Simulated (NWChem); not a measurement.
System: SeCl₂, triplet; SMILES of the neutral closed-shell parent Cl[Se]Cl

Here is an NWChem input.

```
start job
memory heap 200 mb stack 900 mb global 1100 mb
geometry units angstroms noautoz
  Se     0.106266     0.033406     0.000000
  Cl    -0.896784    -2.003688     0.000000
  Cl     0.029995     2.302657     0.000000
end
basis spherical
  * library def2-svp
end
dft
  odft
  mult 3
  xc xperdew91 perdew91
  iterations 150
  mulliken
end
task dft energy
```

Excerpt of the output:

```
             Northwest Computational Chemistry Package (NWChem) 7.3.0
             --------------------------------------------------------

 C2V symmetry detected

                             Geometry "geometry" -> ""
                             -------------------------

 Output coordinates in angstroms (scale by  1.889725989 to convert to a.u.)

  No.       Tag          Charge          X              Y              Z
 ---- ---------------- ---------- -------------- -------------- --------------
    1 Se                  34.0000     0.00000000     0.00000000     0.27600166
    2 Cl                  17.0000    -2.20247171     0.00000000    -0.27600166
    3 Cl                  17.0000     2.20247171     0.00000000    -0.27600166

 Effective nuclear repulsion energy (a.u.)     304.1321197455

      Symmetry information
      --------------------

 Group name             C2v
 Group number             16
 Group order               4
 No. of unique centers     2

  perdew91 is a nonlocal functional; adding pw91lda local functional.

                                 NWChem DFT Module
                                 -----------------

 Summary of "ao basis" -> "ao basis" (spherical)
 ------------------------------------------------------------------------------
       Tag                 Description            Shells   Functions and Types
 ---------------- ------------------------------  ------  ---------------------
 Se                         def2-svp                12       32   5s4p3d
 Cl                         def2-svp                 8       18   4s3p1d

      Symmetry analysis of basis
      --------------------------

        a1         28
        a2          8
        b1         20
        b2         12

            General Information
            -------------------
          SCF calculation type: DFT
          Wavefunction type:  spin polarized.
          No. of atoms     :     3
          No. of electrons :    68
           Alpha electrons :    35
            Beta electrons :    33
          Charge           :     0
          Spin multiplicity:     3
          Use of symmetry is: on ; symmetry adaption is: on
          Maximum number of iterations: 150
          AO basis - number of functions:    68
                     number of shells:    28
          Convergence on energy requested:  1.00D-06
          Convergence on density requested:  1.00D-05
          Convergence on gradient requested:  5.00D-04

              XC Information
              --------------
                 Perdew 1991   Exchange Functional  1.000
                Perdew 1991 Correlation Functional  1.000 non-local
            Perdew 1991 LDA Correlation Functional  1.000 local

             Grid Information
             ----------------
          Grid used for XC integration:  medium
          Radial quadrature: Mura-Knowles
          Angular quadrature: Lebedev.
          Tag              B.-S. Rad. Rad. Pts. Rad. Cut. Ang. Pts.
          ---              ---------- --------- --------- ---------
          Se                  1.15      112           7.0       590
          Cl                  1.00       88          11.0       590
          Grid pruning is: on
          Number of quadrature shells:   200
          Spatial weights used:  Erf1

      Superposition of Atomic Density Guess
      -------------------------------------

 Sum of atomic energies:       -3318.15882364

      Non-variational initial energy
      ------------------------------

 Total energy =   -3318.193632
 1-e energy   =   -5220.788364
 2-e energy   =    1598.462613
 HOMO         =      -0.226789
 LUMO         =      -0.194115

   Symmetry analysis of molecular orbitals - initial alpha
   -------------------------------------------------------

  Numbering of irreducible representations:

     1 a1          2 a2          3 b1          4 b2

  Orbital symmetries:

     1 a1          2 b1          3 a1          4 a1          5 b1
     6 a1          7 b2          8 b1          9 a1         10 a1
    11 b1         12 a1         13 a1         14 b2         15 b1
    16 a2         17 b1         18 a1         19 b2         20 a1
    21 b1         22 a2         23 a1         24 b2         25 a1
    26 b1         27 a1         28 b1         29 a1         30 b2
    31 a2         32 b1         33 a1         34 b2         35 a1
    36 b1         37 a1         38 b1         39 a2         40 a1
    41 b2         42 a1         43 b1         44 a1         45 b2

   Symmetry analysis of molecular orbitals - initial beta
   ------------------------------------------------------

  Numbering of irreducible representations:

     1 a1          2 a2          3 b1          4 b2

  Orbital symmetries:

     1 a1          2 b1          3 a1          4 a1          5 b1
     6 a1          7 b2          8 b1          9 a1         10 a1
    11 b1         12 a1         13 a1         14 b2         15 b1
    16 a2         17 b1         18 a1         19 b2         20 a1
    21 b1         22 a2         23 a1         24 b2         25 a1
    26 b1         27 a1         28 b1         29 a1         30 b2
    31 a2         32 b1         33 a1         34 b2         35 a1
    36 b1         37 a1         38 b1         39 a2         40 a1
    41 b2         42 a1         43 b1         44 a1         45 b2

     ---------------------------------------------
      Total Density - Mulliken Population Analysis
     ---------------------------------------------

    Atom       Charge   Shell Charges
 -----------   ------   -------------------------------------------------------
    1 Se  34    33.17   2.00  2.00  2.00  1.42  0.56  6.00  5.98  1.30  1.83  8.21  1.75  0.13
    2 Cl  17    17.42   2.00  1.99  1.24  0.73  5.94  2.12  3.38  0.01
    3 Cl  17    17.42   2.00  1.99  1.24  0.73  5.94  2.12  3.38  0.01

     --------------------------------------------
      Spin Density - Mulliken Population Analysis
     --------------------------------------------

    Atom       Charge   Shell Charges
 -----------   ------   -------------------------------------------------------
    1 Se  34     1.54   0.00  0.00  0.00  0.02  0.00  0.00  0.00  0.61  0.90  0.00 -0.00  0.00
    2 Cl  17     0.23   0.00  0.00  0.00 -0.00  0.00  0.10  0.12  0.00
    3 Cl  17     0.23   0.00  0.00  0.00 -0.00  0.00  0.10  0.12  0.00

   convergence    iter        energy       DeltaE   RMS-Dens  Diis-err
 ---------------- ----- ----------------- --------- --------- ---------
 d= 0,ls=0.0,diis     1  -3321.3875877389 -3.63D+03  1.32D-02  1.70D-01
                                                     1.81D-02  1.57D-01
 d= 0,ls=0.0,diis     2  -3320.9813797293  4.06D-01  9.08D-03  6.52D-01
                                                     1.56D-02  6.96D-01
 d= 0,ls=0.0,diis     3  -3321.4501573419 -4.69D-01  1.64D-03  4.17D-02
                                                     2.82D-03  4.58D-02
 d= 0,ls=0.0,diis     4  -3321.4713796080 -2.12D-02  4.81D-04  1.35D-03
                                                     5.83D-04  1.23D-03
 d= 0,ls=0.0,diis     5  -3321.4720829753 -7.03D-04  1.08D-04  8.74D-05
                                                     1.44D-04  7.54D-05
  Resetting Diis
 d= 0,ls=0.0,diis     6  -3321.4721198863 -3.69D-05  3.83D-05  1.60D-05
                                                     7.20D-05  1.64D-05
 d= 0,ls=0.0,diis     7  -3321.4721323484 -1.25D-05  1.35D-05  2.41D-07
                                                     2.18D-05  2.57D-07
 d= 0,ls=0.0,diis     8  -3321.4721319608  3.88D-07  1.02D-05  8.55D-07
                                                     1.86D-05  9.57D-07
 d= 0,ls=0.0,diis     9  -3321.4721324097 -4.49D-07  2.95D-06  9.51D-08
                                                     5.62D-06  9.90D-08

         Total DFT energy =    -3321.472132409690
      One electron energy =    -5218.839354835167
           Coulomb energy =     1736.984049138173
    Exchange-Corr. energy =     -143.748946458159
 Nuclear repulsion energy =      304.132119745463

 Numeric. integr. density =       68.000001298938

                  Occupations of the irreducible representations
                  ----------------------------------------------

                     irrep           alpha         beta
                     --------     --------     --------
                     a1               16.0         15.0
                     a2                3.0          3.0
                     b1               10.0         10.0
                     b2                6.0          5.0

                    DFT Final Alpha Molecular Orbital Analysis
                    ------------------------------------------

 Vector   33  Occ=1.000000D+00  E=-2.881688D-01  Symmetry=a1
              MO Center= -1.2D-14, -2.4D-16, -2.1D-01, r^2= 5.7D+00
   Bfn.  Coefficient  Atom+Function         Bfn.  Coefficient  Atom+Function
  ----- ------------  ---------------      ----- ------------  ---------------
    45      0.347649  2 Cl pz                63      0.347649  3 Cl pz
    43      0.300435  2 Cl px                61     -0.300435  3 Cl px
     4     -0.284820  1 Se s                 42      0.258462  2 Cl pz
    60      0.258462  3 Cl pz                40      0.226258  2 Cl px
    58     -0.226258  3 Cl px                 3      0.178421  1 Se s

 Vector   34  Occ=1.000000D+00  E=-2.469860D-01  Symmetry=b2
              MO Center= -1.5D-14, -6.9D-14,  7.2D-03, r^2= 4.0D+00
   Bfn.  Coefficient  Atom+Function         Bfn.  Coefficient  Atom+Function
  ----- ------------  ---------------      ----- ------------  ---------------
    16      0.446578  1 Se py                13      0.442736  1 Se py
    44     -0.363556  2 Cl py                62     -0.363556  3 Cl py
    10     -0.264053  1 Se py                41     -0.262793  2 Cl py
    59     -0.262793  3 Cl py                38     -0.150623  2 Cl py
    56     -0.150623  3 Cl py                 7      0.085408  1 Se py

 Vector   35  Occ=1.000000D+00  E=-2.282342D-01  Symmetry=a1
              MO Center= -1.5D-15, -3.7D-16, -6.2D-02, r^2= 4.0D+00
   Bfn.  Coefficient  Atom+Function         Bfn.  Coefficient  Atom+Function
  ----- ------------  ---------------      ----- ------------  ---------------
    17      0.467129  1 Se pz                14      0.434366  1 Se pz
    43      0.310598  2 Cl px                61     -0.310598  3 Cl px
    11     -0.258678  1 Se pz                45     -0.219080  2 Cl pz
    63     -0.219080  3 Cl pz                40      0.216547  2 Cl px
    58     -0.216547  3 Cl px                 4     -0.197598  1 Se s

 Vector   36  Occ=0.000000D+00  E=-8.757970D-02  Symmetry=b1
              MO Center= -1.3D-14, -2.5D-16,  1.1D-01, r^2= 3.9D+00
   Bfn.  Coefficient  Atom+Function         Bfn.  Coefficient  Atom+Function
  ----- ------------  ---------------      ----- ------------  ---------------
    15      0.760531  1 Se px                12      0.542288  1 Se px
    43      0.461486  2 Cl px                61      0.461486  3 Cl px
     9     -0.310781  1 Se px                40      0.235646  2 Cl px
    58      0.235646  3 Cl px                36      0.218504  2 Cl s
    54     -0.218504  3 Cl s                 45      0.179822  2 Cl pz

 Vector   37  Occ=0.000000D+00  E= 1.707190D-01  Symmetry=a1
              MO Center=  2.4D-14,  2.6D-16,  2.2D-01, r^2= 3.1D+00
   Bfn.  Coefficient  Atom+Function         Bfn.  Coefficient  Atom+Function
  ----- ------------  ---------------      ----- ------------  ---------------
     5     -2.004370  1 Se s                  4      1.910015  1 Se s
     3     -0.488876  1 Se s                 32      0.246107  1 Se d  2
    35      0.171366  2 Cl s                 53      0.171366  3 Cl s
    30     -0.122922  1 Se d  0              43      0.120453  2 Cl px
    61     -0.120453  3 Cl px                36      0.083239  2 Cl s

 Vector   38  Occ=0.000000D+00  E= 3.082755D-01  Symmetry=b1
              MO Center=  9.3D-14,  4.9D-15,  2.7D-01, r^2= 2.6D+00
   Bfn.  Coefficient  Atom+Function         Bfn.  Coefficient  Atom+Function
  ----- ------------  ---------------      ----- ------------  ---------------
    31      0.785747  1 Se d  1              15     -0.603043  1 Se px
    12      0.524821  1 Se px                21     -0.196292  1 Se d  1
     9     -0.163330  1 Se px                50     -0.162785  2 Cl d  2
    68      0.162785  3 Cl d  2              48      0.142923  2 Cl d  0
    66     -0.142923  3 Cl d  0              36     -0.125283  2 Cl s

                     DFT Final Beta Molecular Orbital Analysis
                     -----------------------------------------

 Vector   31  Occ=1.000000D+00  E=-2.908079D-01  Symmetry=a2
              MO Center=  8.7D-14,  1.2D-14, -2.6D-01, r^2= 5.8D+00
   Bfn.  Coefficient  Atom+Function         Bfn.  Coefficient  Atom+Function
  ----- ------------  ---------------      ----- ------------  ---------------
    44      0.462389  2 Cl py                62     -0.462389  3 Cl py
    41      0.337209  2 Cl py                59     -0.337209  3 Cl py
    38      0.197258  2 Cl py                56     -0.197258  3 Cl py
    28     -0.060200  1 Se d -2              18      0.026015  1 Se d -2

 Vector   32  Occ=1.000000D+00  E=-2.902475D-01  Symmetry=b1
              MO Center= -1.9D-14, -1.3D-14, -2.6D-01, r^2= 5.8D+00
   Bfn.  Coefficient  Atom+Function         Bfn.  Coefficient  Atom+Function
  ----- ------------  ---------------      ----- ------------  ---------------
    45      0.435970  2 Cl pz                63     -0.435970  3 Cl pz
    42      0.320067  2 Cl pz                60     -0.320067  3 Cl pz
    39      0.187042  2 Cl pz                57     -0.187042  3 Cl pz
    43     -0.154186  2 Cl px                61     -0.154186  3 Cl px
    40     -0.107421  2 Cl px                58     -0.107421  3 Cl px

 Vector   33  Occ=1.000000D+00  E=-2.786770D-01  Symmetry=a1
              MO Center= -2.0D-14, -2.1D-16, -1.8D-01, r^2= 5.6D+00
   Bfn.  Coefficient  Atom+Function         Bfn.  Coefficient  Atom+Function
  ----- ------------  ---------------      ----- ------------  ---------------
    45     -0.332008  2 Cl pz                63     -0.332008  3 Cl pz
     4      0.322595  1 Se s                 43     -0.315085  2 Cl px
    61      0.315085  3 Cl px                42     -0.245100  2 Cl pz
    60     -0.245100  3 Cl pz                40     -0.234667  2 Cl px
    58      0.234667  3 Cl px                 3     -0.201244  1 Se s

 Vector   34  Occ=0.000000D+00  E=-2.089057D-01  Symmetry=b2
              MO Center= -1.1D-14,  1.1D-14,  1.0D-01, r^2= 3.3D+00
   Bfn.  Coefficient  Atom+Function         Bfn.  Coefficient  Atom+Function
  ----- ------------  ---------------      ----- ------------  ---------------
    16      0.515913  1 Se py                13      0.481607  1 Se py
    44     -0.312008  2 Cl py                62     -0.312008  3 Cl py
    10     -0.292172  1 Se py                41     -0.222540  2 Cl py
    59     -0.222540  3 Cl py                38     -0.126937  2 Cl py
    56     -0.126937  3 Cl py                 7      0.094566  1 Se py

 Vector   35  Occ=0.000000D+00  E=-1.900421D-01  Symmetry=a1
              MO Center= -3.5D-16, -1.4D-17, -1.4D-02, r^2= 3.5D+00
   Bfn.  Coefficient  Atom+Function         Bfn.  Coefficient  Atom+Function
  ----- ------------  ---------------      ----- ------------  ---------------
    17      0.516339  1 Se pz                14      0.456278  1 Se pz
    43      0.292831  2 Cl px                61     -0.292831  3 Cl px
    11     -0.275970  1 Se pz                 4     -0.216876  1 Se s
    40      0.199403  2 Cl px                58     -0.199403  3 Cl px
    45     -0.191394  2 Cl pz                63     -0.191394  3 Cl pz

[...]
```

Level: PW91/def2-SVP, spin-unrestricted. In the optimisation the excess spin sits in a' and a" (Cs, its own frame). All runs use the structure optimised with PBE0/def2-SVP, spin-unrestricted. This spin state was assumed; another may lie lower. No stability test was run on the SCF state.
